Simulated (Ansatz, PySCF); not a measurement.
Mo(OH)(H)5 (H6MoO), SMILES [OH][MoH5], multiplicity 1. Atoms are numbered in the order given.

```xyz
8

Mo    -0.3704     0.0436    -0.1522
O      0.2347     1.5247     0.8065
H      1.0778     1.6550     1.2520
H     -1.6971    -0.6870     0.5966
H     -0.2278    -1.5513     0.2918
H     -0.6082     0.4095    -1.7844
H      1.0931    -0.5686     0.2352
H      0.4886    -0.8299    -1.2747
```

Coordinates come from a B3LYP-D3(BJ)/def2-TZVP optimisation. The spin state was assumed, not searched. The def2 effective core potentials stand for the cores of Mo; spin–orbit coupling is left out.

Two levels are set side by side: PBE-D3(BJ)/def2-TZVP (Ansatz, a quantum-chemistry and plane-wave program) and B3LYP-D3(BJ)/def2-TZVP (Ansatz). Each level has its own optimised geometry; the coordinates shown are those of the second. Frequencies come from the Hessian of PySCF at each geometry. Differences are taken from unrounded values.

```tsv
quantity	B3LYP-D3(BJ)	PBE-D3(BJ)	PBE-D3(BJ) minus B3LYP-D3(BJ)
mean bond length (Å)	1.595	1.601	0.006
bond Mo1–O2 (Å)	1.865	1.867	0.002
bond Mo1–H4 (Å)	1.690	1.695	0.006
bond Mo1–H5 (Å)	1.662	1.668	0.006
bond Mo1–H6 (Å)	1.690	1.695	0.006
bond Mo1–H7 (Å)	1.633	1.639	0.006
bond Mo1–H8 (Å)	1.662	1.668	0.006
bond O2–H3 (Å)	0.962	0.972	0.009
highest harmonic wavenumber (cm⁻¹)	3832	3724	-108
mean harmonic wavenumber (cm⁻¹)	1257	1237	-19
zero-point energy (kcal/mol)	32.34	31.84	-0.50
```

Exact exchange shortens and stiffens bonds; PBE has none. Differences between two approximate levels are no errors against the true value.
